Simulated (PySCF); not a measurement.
One molecule, one basis, several functionals.

Compound: CH5NSSi.
InChI=1S/CH5NSSi/c2-1-4-3/h1-3H,4H2/b2-1-

Torsions of this conformer, `[H]/[N:1]=[CH:2]\[SiH2:3][SH:4]`: N1–C2–Si3–S4 -124°, H–S4–Si3–C2 59°.

PySCF, def2-SVPD basis, density fitting, gas phase, PBE0-D3(BJ)/def2-SVP geometry; singlet excitations by full TDDFT with frozen cores, triplets by Tamm–Dancoff TDDFT and ionisation energies by ΔSCF, from the lowest of the holes tried. One functional is left out:

```
functional  exact exchange (%)  HOMO energy (eV)  LUMO energy (eV)  lowest singlet excitation (eV)  lowest triplet excitation (eV)  dipole moment (D)  mean polarisability (au)  vertical ionisation energy (eV)
       LDA                   0             -6.08             -2.71                            3.72                            3.10              1.125                      74.1                             9.60
       PBE                   0             -6.00             -2.48                            3.85                            3.12              1.054                      72.9                             8.91
     B3LYP                  20             -7.14             -1.65                            4.14                            3.35              1.153                      70.4                             9.30
 BHandHLYP                  50             -8.60             -0.31                            4.40                            3.54              1.224                      67.6                             9.62
```

Q: Predict the row of PBE0 (25 % exact exchange) by straight lines through the other rows, and check it.

A: 
```csv
property,line,computed,computed − line,"B3LYP (20 %), for comparison"
HOMO energy (eV),-7.34,-7.35,-0.01,-7.14
LUMO energy (eV),-1.44,-1.44,0.00,-1.65
lowest singlet excitation (eV),4.12,4.17,+0.05,4.14
lowest triplet excitation (eV),3.34,3.30,-0.04,3.35
dipole moment (D),1.159,1.123,-0.036,1.153
mean polarisability (au),70.4,69.7,-0.7,70.4
vertical ionisation energy (eV),9.41,9.33,-0.08,9.30
```

Q: Which of these properties follows the share of exact exchange most closely, and which least?

A: Most closely the HOMO energy, least the vertical ionisation energy; the correlations over the tabulated rows are HOMO energy -0.999, LUMO energy 0.996, lowest triplet excitation 0.986, mean polarisability -0.977, lowest singlet excitation 0.968, dipole moment 0.909, vertical ionisation energy 0.508. The HOMO energy moves by -0.513 eV for every 10 %. Functionals with the same share still differ in their other parts: at 0 % LDA and PBE differ by 0.08 eV in it.
